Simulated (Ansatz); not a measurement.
Start from `N[SiH](F)[SiH2][SiH3]` and change one atom or group to get `F[SiH](Cl)[SiH2][SiH3]`.

Ansatz, PBE0-D4/def2-TZVP geometries, multiplicity 1. Each molecule was computed in one conformer, which needn't be the lowest.

| property | `N[SiH](F)[SiH2][SiH3]` |
| --- | --- |
| HOMO energy (ωB97M-V/def2-TZVPP) / eV | -9.91 |
| size of the dipole moment (PBE/def2-TZVPP) / D | 1.85 |
| size of the dipole moment (ωB97M-V/def2-TZVPP) / D | 1.82 |
| size of the dipole moment (B3LYP/def2-TZVPP) / D | 1.82 |
| HOMO–LUMO gap (B3LYP/def2-TZVPP) / eV | 7.29 |
| HOMO energy (PBE0/def2-TZVPP) / eV | -7.91 |

Question: Give the same properties after the change, and the shifts. (An estimate is asked.)

Answer: Ansatz gave: 
```csv
property,`F[SiH](Cl)[SiH2][SiH3]`,shift
HOMO energy (ωB97M-V/def2-TZVPP) / eV,-10.11,-0.20
size of the dipole moment (PBE/def2-TZVPP) / D,1.61,-0.24
size of the dipole moment (ωB97M-V/def2-TZVPP) / D,1.73,-0.09
size of the dipole moment (B3LYP/def2-TZVPP) / D,1.74,-0.08
HOMO–LUMO gap (B3LYP/def2-TZVPP) / eV,6.97,-0.32
HOMO energy (PBE0/def2-TZVPP) / eV,-8.13,-0.22
```

With PBE0 the HOMO falls by 0.22 eV and the LUMO falls by 0.58 eV, so the gap narrows by about 0.36 eV. PBE moves the HOMO by -0.31 eV and ωB97M-V by -0.20 eV. Dipoles are sizes alone; their direction can turn.

B3LYP here is the variant with VWN-RPA as its local correlation; programs differ in this.
